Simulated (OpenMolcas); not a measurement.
# Tc3+: moving or changing the point charges

Tc3+ among 6 point charges of -1.7 e arranged as a trigonal antiprism (D3d), 2.19 Å from the ion, with a polar angle of 57.5° against the regular 54.74°.

```yaml
Program: OpenMolcas
Method: CASSCF
Basis: ANO-RCC-VDZP [6s5p3d1f]
Scalar_Hamiltonian: DKH2, point nucleus
Active_space: 4 electrons in 5 orbitals (4d)
State_averaging: 2S+1 = 5 even, 5 roots; 2S+1 = 3 even, 45 roots; 2S+1 = 1 even, 50 roots
Spin-orbit_coupling: RASSI with atomic mean-field integrals over the reference wave functions
```

Runs around this geometry, states (labels of D3, the rotations of D3d). Energies in cm-1 above the lowest state or level, χT in cm3 K/mol.

```tsv
R (Å)	q (e)	Polar angle / regular	Ground state	First state of that spin	First gap with spin-orbit (degeneracies)	χT at 300 K	First state of another spin
2.19	-0.85	1.05	5E	5E 3055	68.2 (1, 1)	1.645	3A2 15727
2	-1.7	1.05	5E	5E 9291	32.7 (1, 1)	2.286	3A2 8922
2.19	-1.7	1.05	5E	5E 6057	31.8 (1, 1)	2.054	3A2 12587
2.3	-1.7	1.05	5E	5E 4803	36.1 (1, 1)	1.899	3A2 13929
2.19	-1.7	1.13	5E	5E 7496	10.6 (1, 1)	1.520	3A2 12062
```

Taking the first state of the same spin as R^-n, n = -ln(4803 / 9291) / ln(2.3 / 2) = 4.7 between the shortest and longest distance.

Scaling the charges by -0.85 / -1.7 = 0.50 scales the first state of the same spin by 3055 / 6057 = 0.50; with fixed orbitals a first-order splitting would follow the charge.

An orbital doublet at a regular site is open to a Jahn-Teller distortion, which this geometry leaves out. Without dynamic correlation the repulsion within the d shell is too large (B by tens of per cent), so at a given field states of lower spin stand too high. Point charges give a weaker field than real ligands, and real ions of this kind are as a rule low spin; the high spin found here belongs to the model. The ground term spreads over less than 5000 cm-1, several times less than with real ligands, so orbital moments are less quenched and χT lies further from the spin-only value than at real sites (holds for R = 2.19, q = -0.85, ratio = 1.05). This shell can be high or low spin here, a state of another spin lies low, and with metal d orbitals alone active their balance is uncertain, so the ground spin may be wrong (holds for R = 2, q = -1.7, ratio = 1.05; R = 2.19, q = -1.7, ratio = 1.05; R = 2.3, q = -1.7, ratio = 1.05; R = 2.19, q = -1.7, ratio = 1.13). This is an electrostatic model: the charges have no orbitals. No measured value stands beside these numbers.
